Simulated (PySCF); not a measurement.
Na(OH) (HNaO), SMILES [OH][Na]. The structure is a stationary point at PBE0-D3(BJ)/def2-TZVPD. The isomer is the one that the SMILES or the coordinates give; other isomers of the formula were not compared.

Computed equilibrium geometry at PBE0-D3(BJ)/def2-TZVPD (PySCF confirms it by a frequency run) as Cartesian coordinates in Å, and its point group:
point group C∞v.
```xyz
3

Na     0.0000     0.0000    -0.9200
O      0.0000     0.0000     1.0187
H      0.0000     0.0000     1.9705
```
Charge 0, spin multiplicity 1.
